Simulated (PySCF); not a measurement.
# Dipole response of Ca⁺ (calcium, charge +1)

[Ar] 4s1, 2S determinant. All numbers are calculated (PySCF 2.14, scalar relativity by spin-free X2C-1e, in aug-cc-pVDZ-X2C (6s5p3d, 36 functions)). Coupled (time-dependent) response in atomic units; α is the mean over directions. A double-zeta set is small for polarisabilities.

```json
{"method": "UHF", "mean α (bohr³)": "97.01", "C₆ (like pair)": "772.0", "S(−4)": "8862"}
{"method": "PBE", "mean α (bohr³)": "82.28", "C₆ (like pair)": "609.0", "S(−4)": "6368"}
{"method": "PBE0", "mean α (bohr³)": "87.23", "C₆ (like pair)": "661.9", "S(−4)": "7171"}
{"method": "M06-L", "mean α (bohr³)": "64.27", "C₆ (like pair)": "436.3", "S(−4)": "3695"}
{"method": "B3LYP", "mean α (bohr³)": "73.46", "C₆ (like pair)": "520.9", "S(−4)": "4989"}
```

S(−4) is the Cauchy moment in α(ω) = α(0) + S(−4) ω² + …

α(iu) at PBE0:

```
u (hartree)  α(iu) (bohr³)
          0          87.23
     0.0500          72.45
      0.100          48.50
      0.200          22.09
      0.300          12.61
      0.500          6.416
      0.750          3.978
       1.00          2.856
       1.50          1.713
       2.00          1.128
       3.00         0.5800
       5.00         0.2296
```

For an ion, C₆ is the dispersion term alone; charge-induced terms of lower order in 1/R come first.
